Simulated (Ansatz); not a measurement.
`C=N[SiH](F)F` + `[SiH3][O][SbH2]` → `F[SiH](F)O[SiH3]` + `C=[N][SbH2]`  (redistribution)

Gas-phase electronic energies from Ansatz, PBE0-D4/def2-TZVP geometries. CCSD(T)/CBS adds triple-zeta CCSD(T) − MP2 to the extrapolated MP2 energy (def2 sets, frozen cores). DFT in def2-TZVPP. B3LYP here is the variant with VWN-RPA as its local correlation; programs differ in this. HSE06 is defined as in plane-wave codes. Elements past krypton have def2 core potentials. For Sb outer-core shells are correlated without core-valence functions, which leaves a few kJ/mol of doubt a bond. Each species was taken in one conformer, which may not be the lowest.

| level | ΔE (kJ/mol) | difference from CCSD(T)/CBS |
| --- | --- | --- |
| LDA (SPW92) | -61.6 | -0.8 |
| PBE-D4 | -56.8 | 4.0 |
| revPBE-D4 | -56.3 | 4.5 |
| r2SCAN-D4 | -59.9 | 0.9 |
| B97M-V | -54.8 | 6.0 |
| PBE0-D4 | -58.4 | 2.4 |
| B3LYP-D4 | -58.6 | 2.2 |
| r2SCAN0-D4 | -61.1 | -0.3 |
| BHLYP-D4 | -59.1 | 1.7 |
| CAM-B3LYP-D4 | -57.9 | 2.9 |
| ωB97X-V | -55.0 | 5.8 |
| ωB97M-V | -56.5 | 4.3 |
| B2PLYP | -60.7 | 0.1 |
| PBE-QIDH | -61.6 | -0.8 |
| PBE | -56.5 | 4.3 |
| BLYP | -56.9 | 3.9 |
| r2SCAN | -59.8 | 1.0 |
| B3LYP | -58.2 | 2.6 |
| r2SCANh | -60.3 | 0.5 |
| r2SCAN0 | -61.0 | -0.2 |
| HSE06 | -58.4 | 2.4 |
| BHLYP | -59.1 | 1.7 |
| CAM-B3LYP | -57.7 | 3.1 |
| LC-ωPBE | -54.4 | 6.4 |
| RPA@PBE/def2-TZVPP | -60.8 | 0.0 |
| HF/def2-SVP | -53.1 | 7.7 |
| MP2/def2-SVP | -58.3 | 2.5 |
| CCSD/def2-SVP | -57.1 | 3.7 |
| CCSD(T)/def2-SVP | -57.4 | 3.4 |
| HF/def2-TZVPP | -58.1 | 2.7 |
| MP2/def2-TZVPP | -66.2 | -5.4 |
| SCS-MP2/def2-TZVPP | -63.6 | -2.8 |
| CCSD/def2-TZVPP | -63.8 | -3.0 |
| CCSD(T)/def2-TZVPP | -64.4 | -3.6 |
| HF/def2-QZVPP | -57.1 | 3.7 |
| MP2/def2-QZVPP | -63.7 | -2.9 |
| SCS-MP2/def2-QZVPP | -61.3 | -0.5 |
| HF/CBS(def2) | -57.0 | 3.8 |
| MP2/CBS(def2) | -62.5 | -1.7 |
| CCSD/CBS(def2) | -60.2 | 0.6 |
| CCSD(T)/CBS | -60.8 | 0 |

(1) What do rigid-rotor, harmonic-oscillator terms from PBE0-D4/def2-TZVP frequencies (298.15 K, 1 bar) make of the CCSD(T)/CBS value? (Estimate.)

Largest T1 diagnostic among the species: 0.015.

Results:

(1) The calculation gave: ΔZPE = +0.5 kJ/mol, ΔH = -60.6 kJ/mol, ΔS = -1 J/(mol·K), ΔG = -60.2 kJ/mol. Modes under 50 cm⁻¹ make the entropy rough.

At CCSD(T), def2-SVP lies +3.4 kJ/mol from the extrapolated value and def2-TZVPP −3.6 kJ/mol. Leaving LDA and LC-ωPBE aside and taking each functional with its dispersion term where it has one, the values spread over 6.8 kJ/mol, from PBE-QIDH to B97M-V. LDA lies −5.1 kJ/mol from PBE without D4. In def2-TZVPP, CCSD(T) changes the Hartree–Fock value by −6.3 kJ/mol (the triples alone add −0.6 kJ/mol) and MP2 by −8.1 kJ/mol.
